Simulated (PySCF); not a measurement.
## Electron correlation in Fe²⁺ (iron, charge +2)

[Ar] 3d5 4s1, high-spin 7S determinant (an excited configuration). All numbers are calculated (PySCF 2.14, no relativity, point nucleus, in def2-QZVPPD). Frozen: [Ar]; 6 electrons correlated.

| level | correlation energy (mhartree) |
| --- | --- |
| CCSD | -89.64 |
| (T) | -0.89 |
| CCSD(T) | -90.53 |

Diagnostics: T1 = 0.0049, D1 = 0.0128, largest double amplitude 0.010.

Cost of the coupled-cluster step: about 30 core-seconds, for 6 correlated electrons.
